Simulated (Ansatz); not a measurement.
A nudged elastic band was laid between two geometries of CH$_{9}$NSi$_{3}$ (14 atoms, charge 0, multiplicity 1).

Computed with RHF/6-31G* (Ansatz).

* movable images: 5
* climbing image: yes
* spring: 5.0 eV/Å²
* optimiser: quadratic models (default)
* start path: IDPP
* force threshold: 0.05 eV/Å
* iteration limit: 60
* end points: relaxed

Initial state:

```xyz
14
Properties=species:S:1:pos:R:3
N -1.968 1.829 0.266
Si -0.922 0.536 0.685
Si 1.296 0.768 0.928
C 0.403 -0.120 -0.524
Si 0.631 -1.945 -0.830
H -2.799 1.681 -0.267
H -1.642 2.768 0.196
H -1.667 -0.535 1.362
H 2.114 -0.062 1.827
H 1.989 2.017 0.563
H 0.473 0.449 -1.447
H 0.531 -2.692 0.443
H 1.952 -2.246 -1.426
H -0.405 -2.476 -1.746
```

Final state:

```xyz
14
Properties=species:S:1:pos:R:3
N -1.612 1.810 1.191
Si -0.466 0.542 1.048
Si 1.564 0.811 0.133
C 0.084 -0.130 -0.654
Si 0.176 -1.959 -1.002
H -2.594 1.636 1.151
H -1.389 2.751 0.949
H -0.742 -0.518 2.027
H 2.745 0.016 0.508
H 1.946 2.059 -0.550
H -0.339 0.412 -1.495
H -1.165 -2.533 -1.254
H 0.759 -2.670 0.157
H 1.019 -2.256 -2.182
```

(1) What changes between the two ends?

(2) Give the energies along the band, and the barrier.

(3) What is the geometry of the highest image?

(4) What are the harmonic wavenumbers there?

Answers

(1) No bond is made or broken. The dihedral Si2–C4–Si5–H14 goes from 78 to -161°. The two ends are copies of one structure, up to a mirror image or an exchange of like atoms.

(2) The forces met the threshold. The highest image is number 3 of 0 to 6, 0.078 eV above the ends, which have the same energy within 2 meV. A vibrational analysis at the climbing image gives one clearly imaginary mode, 133i cm⁻¹: a first-order saddle point.

| image | path coordinate (Å) | energy (eV) | dihedral Si2–C4–Si5–H14 (°) |
| --- | --- | --- | --- |
| 0 | 0.00 | 0.000 | 78 |
| 1 | 0.77 | 0.020 | 98 |
| 2 | 1.54 | 0.059 | 118 |
| 3 | 2.31 | 0.078 | 138 |
| 4 | 3.08 | 0.059 | 158 |
| 5 | 3.85 | 0.020 | 179 |
| 6 | 4.62 | 0.000 | -161 |

(3) 
```xyz
14
Properties=species:S:1:pos:R:3:forces:R:3
N -1.822 1.765 0.944 0.00 -0.01 0.00
Si -0.623 0.539 0.980 0.00 0.01 -0.01
Si 1.507 0.868 0.366 0.00 0.01 0.00
C 0.189 -0.132 -0.614 0.01 -0.02 0.01
Si 0.374 -1.964 -0.972 -0.01 0.03 0.01
H -2.782 1.558 0.764 0.00 0.00 0.00
H -1.598 2.713 0.734 0.00 0.00 0.00
H -0.996 -0.528 1.919 0.01 0.00 0.01
H 2.640 0.110 0.922 0.00 0.00 0.01
H 1.951 2.120 -0.271 0.00 0.00 -0.01
H -0.123 0.400 -1.508 0.00 0.01 0.00
H -0.525 -2.784 -0.128 0.00 -0.01 0.00
H 1.750 -2.447 -0.721 0.00 -0.01 -0.01
H 0.045 -2.248 -2.386 0.00 0.00 -0.01
```

(4) 133i, 118, 151, 166, 220, 251, 318, 448, 482, 531, 540, 632, 678, 757, 787, 791, 855, 906, 920, 957, 1003, 1015, 1042, 1052, 1068, 1148, 1757, 2341, 2348, 2360, 2381, 2395, 2404, 3243, 3801, 3903 cm⁻¹.

The run took 98 s on 1 CPU thread of a shared host.
